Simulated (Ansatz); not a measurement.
Computed with Ansatz on PBE0-D4/def2-TZVP structures; ΔE is electronic, products minus reactants. CBS: MP2 limit from def2 TZ/QZ plus the TZ coupled-cluster correction, frozen cores. This one scheme is used for every species. DFT in def2-TZVPP. B3LYP here is the variant with VWN-RPA as its local correlation; programs differ in this. Each species was taken in one conformer, which may not be the lowest.

Consider the ligand exchange at the Si–C bond: `C[Si]C` + `CNC` → `C[Si]N(C)C` + CH₄.

```csv
level,ΔE (kJ/mol)
r2SCAN-D4,-140.1
B3LYP-D4,-139.9
ωB97X-V,-132.6
PBE,-131.1
```

(1) What does CCSD(T)/CBS give? (An estimate is asked.)

Largest T1 diagnostic among the species: 0.014.

Results:

(1) The calculation gave: -136.4 kJ/mol. The listed levels differ from it by -3.7, -3.5, 3.8, 5.3 kJ/mol.

In def2-TZVPP, CCSD(T) changes the Hartree–Fock value by −18.5 kJ/mol (the triples alone add −5.1 kJ/mol) and MP2 by −26.1 kJ/mol. The D4 term adds −9.6 kJ/mol with B3LYP and −5.4 kJ/mol with PBE0; it sums over pairs of atoms, weighted by their polarisabilities, and B3LYP, whose exchange is more repulsive, gets the larger term.
